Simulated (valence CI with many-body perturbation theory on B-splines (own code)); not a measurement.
## E1 transitions of Yb56+

Computed by configuration interaction combined with many-body perturbation theory (CI+MBPT): four valence electrons over a frozen Dirac-Fock core [Ne], a basis of 11 s, 11 p, 9 d, 7 f, 5 g, 2 h, 1 i functions for each j, with the one-electron correlation potential Σ1 (screened to all orders), the two-electron term Σ2, the three-electron term Σ3, Breit, model QED; selected single and double excitations, second order for the rest (own B-spline code, finite nucleus).

The last digits are not significant, and no measured levels were compared; by estimate large intervals hold to a few tenths of a per cent, small ones and those within an open d or f shell to about a per cent.

Lines 151 to 200 of 229 in falling wavelength, among levels below 1047.9 eV, chosen from the strongest by gf and those to the six lowest levels. Wavelengths and rates use the calculated energies. Electric multipoles are in the length gauge, E1 and E2 with the static RPA response of the core. Weak lines are less certain than strong ones. Lines between different terms over intervals too small for the method are left out, as are lines whose strength nearly cancels. The highest levels of a list are the least certain.

Levels are named by their leading jj configuration (3d3/2^4 stands for four electrons in 3d with j = 3/2), which in mixed levels can hold well under half, so a name can repeat and another be missing. Letters in brackets count levels of one name in rising energy.

```
λ vac (Å)                           Upper                   Lower   A (s⁻¹)  S (a.u.)
    26.72  (3s 3p1/2 3p3/2 3d5/2) J=2 [d]  (3s^2 3p1/2 3d5/2) J=2  3.34e+11  1.57e-02
    26.71  (3s 3p1/2 3p3/2 3d3/2) J=2 [c]  (3s 3p1/2^2 3p3/2) J=1  5.32e+10  2.50e-03
    26.71      (3s 3p1/2 3p3/2^2) J=1 [b]  (3s^2 3p1/2 3p3/2) J=1  5.57e+11  1.57e-02
    26.70  (3s 3p1/2 3p3/2 3d3/2) J=2 [b]  (3s 3p1/2^2 3p3/2) J=2  2.97e+11  1.39e-02
    26.44  (3s 3p1/2 3p3/2 3d5/2) J=2 [b]  (3s^2 3p1/2 3d3/2) J=1  5.74e+10  2.62e-03
    26.39                (3s 3p3/2^3) J=1      (3s^2 3p3/2^2) J=2  2.24e+12  6.10e-02
    26.15  (3s 3p1/2 3p3/2 3d3/2) J=1 [b]  (3s 3p1/2^2 3p3/2) J=1  5.03e+10  1.33e-03
    26.08  (3s 3p1/2 3p3/2 3d3/2) J=2 [d]  (3s 3p1/2^2 3p3/2) J=1  4.61e+10  2.02e-03
    26.00  (3s 3p1/2 3p3/2 3d3/2) J=1 [d]  (3s^2 3p1/2 3d3/2) J=2  1.23e+11  3.20e-03
    25.80  (3s 3p1/2 3p3/2 3d3/2) J=1 [c]  (3s 3p1/2^2 3p3/2) J=1  9.20e+10  2.34e-03
    25.79  (3s 3p1/2 3p3/2 3d3/2) J=2 [e]  (3s^2 3p1/2 3d3/2) J=2  6.51e+11  2.76e-02
    25.55  (3s 3p1/2 3p3/2 3d5/2) J=2 [a]  (3s^2 3p1/2 3d3/2) J=2  2.59e+10  1.06e-03
    25.46              (3s^2 3d3/2^2) J=2  (3s^2 3p1/2 3d3/2) J=1  2.59e+12  1.05e-01
    25.28  (3s 3p1/2 3p3/2 3d3/2) J=2 [c]  (3s 3p1/2^2 3p3/2) J=2  2.26e+11  9.02e-03
    25.06  (3s 3p1/2 3p3/2 3d5/2) J=3 [a]  (3s^2 3p1/2 3d3/2) J=2  8.89e+08  4.84e-05
    24.99  (3s 3p1/2 3p3/2 3d3/2) J=3 [b]  (3s 3p1/2^2 3p3/2) J=2  1.39e+12  7.52e-02
    24.98          (3s^2 3p3/2 3d3/2) J=3  (3s^2 3p1/2 3p3/2) J=2  1.51e+12  8.14e-02
    24.83          (3s^2 3p3/2 3d3/2) J=2  (3s^2 3p1/2 3p3/2) J=2  2.18e+12  8.22e-02
    24.79          (3s^2 3p3/2 3d3/2) J=1  (3s^2 3p1/2 3p3/2) J=2  2.42e+11  5.45e-03
    24.77  (3s 3p1/2 3p3/2 3d3/2) J=1 [b]  (3s 3p1/2^2 3p3/2) J=2  1.53e+12  3.44e-02
    24.71  (3s 3p1/2 3p3/2 3d3/2) J=2 [d]  (3s 3p1/2^2 3p3/2) J=2  1.96e+12  7.30e-02
    24.71  (3s 3p1/2 3p3/2 3d3/2) J=1 [d]  (3s 3p1/2^2 3p3/2) J=1  2.37e+12  5.30e-02
    24.58  (3s 3p1/2 3p3/2 3d5/2) J=3 [b]  (3s^2 3p1/2 3d3/2) J=2  2.55e+09  1.31e-04
    24.56  (3s 3p1/2 3p3/2 3d5/2) J=1 [a]  (3s^2 3p1/2 3d3/2) J=2  1.88e+10  4.13e-04
    24.54  (3s 3p1/2 3p3/2 3d3/2) J=3 [c]  (3s 3p1/2^2 3p3/2) J=2  7.00e+10  3.57e-03
    24.52  (3s 3p1/2 3p3/2 3d3/2) J=2 [e]  (3s 3p1/2^2 3p3/2) J=1  9.05e+11  3.29e-02
    24.46  (3s 3p1/2 3p3/2 3d3/2) J=1 [c]  (3s 3p1/2^2 3p3/2) J=2  7.77e+10  1.68e-03
    24.46  (3s 3p1/2 3p3/2 3d3/2) J=0 [b]  (3s 3p1/2^2 3p3/2) J=1  1.53e+12  1.11e-02
    24.41          (3s^2 3p3/2 3d3/2) J=2  (3s^2 3p1/2 3p3/2) J=1  9.50e+11  3.41e-02
    24.37          (3s^2 3p3/2 3d3/2) J=1  (3s^2 3p1/2 3p3/2) J=1  2.24e+12  4.80e-02
    24.36  (3s 3p1/2 3p3/2 3d5/2) J=2 [b]  (3s^2 3p1/2 3d3/2) J=2  3.92e+10  1.40e-03
    24.32              (3s^2 3d3/2^2) J=0  (3s^2 3p1/2 3d3/2) J=1  4.93e+12  3.50e-02
    24.31          (3s^2 3p3/2 3d3/2) J=0  (3s^2 3p1/2 3p3/2) J=1  2.12e+12  1.50e-02
    24.31  (3s 3p1/2 3p3/2 3d5/2) J=2 [a]  (3s 3p1/2^2 3p3/2) J=1  4.72e+10  1.67e-03
    24.30          (3s^2 3p1/2 3d3/2) J=1      (3s^2 3p1/2^2) J=0  2.99e+12  6.36e-02
    23.92  (3s 3p1/2 3p3/2 3d5/2) J=3 [c]  (3s^2 3p1/2 3d3/2) J=2  6.55e+08  3.10e-05
    23.69  (3s 3p1/2 3p3/2 3d5/2) J=1 [b]  (3s^2 3p1/2 3d3/2) J=2  6.13e+08  1.21e-05
    23.53              (3s^2 3d3/2^2) J=2  (3s^2 3p1/2 3d3/2) J=2  1.62e+12  5.19e-02
    23.48  (3s 3p1/2 3p3/2 3d3/2) J=1 [d]  (3s 3p1/2^2 3p3/2) J=2  5.77e+09  1.11e-04
    23.41  (3s 3p1/2 3p3/2 3d5/2) J=1 [a]  (3s 3p1/2^2 3p3/2) J=1  3.95e+11  7.49e-03
    23.31  (3s 3p1/2 3p3/2 3d3/2) J=2 [e]  (3s 3p1/2^2 3p3/2) J=2  1.18e+11  3.67e-03
    23.23  (3s 3p1/2 3p3/2 3d5/2) J=2 [b]  (3s 3p1/2^2 3p3/2) J=1  6.69e+10  2.07e-03
    23.19  (3s 3p1/2 3p3/2 3d5/2) J=1 [c]  (3s^2 3p1/2 3d3/2) J=2  2.17e+09  4.01e-05
    23.13  (3s 3p1/2 3p3/2 3d5/2) J=3 [d]  (3s^2 3p1/2 3d3/2) J=2  4.29e+07  1.83e-06
    23.11  (3s 3p1/2 3p3/2 3d5/2) J=2 [a]  (3s 3p1/2^2 3p3/2) J=2  8.91e+10  2.71e-03
    23.07  (3s 3p1/2 3p3/2 3d5/2) J=2 [c]  (3s^2 3p1/2 3d3/2) J=2  2.49e+10  7.53e-04
    22.78  (3s 3p1/2 3p3/2 3d5/2) J=2 [d]  (3s^2 3p1/2 3d3/2) J=2  4.42e+09  1.29e-04
    22.76          (3s^2 3p3/2 3d5/2) J=2  (3s^2 3p1/2 3p3/2) J=2  1.22e+10  3.56e-04
    22.71  (3s 3p1/2 3p3/2 3d5/2) J=3 [a]  (3s 3p1/2^2 3p3/2) J=2  8.48e+10  3.43e-03
    22.61  (3s 3p1/2 3p3/2 3d5/2) J=1 [b]  (3s 3p1/2^2 3p3/2) J=1  3.38e+10  5.78e-04
```
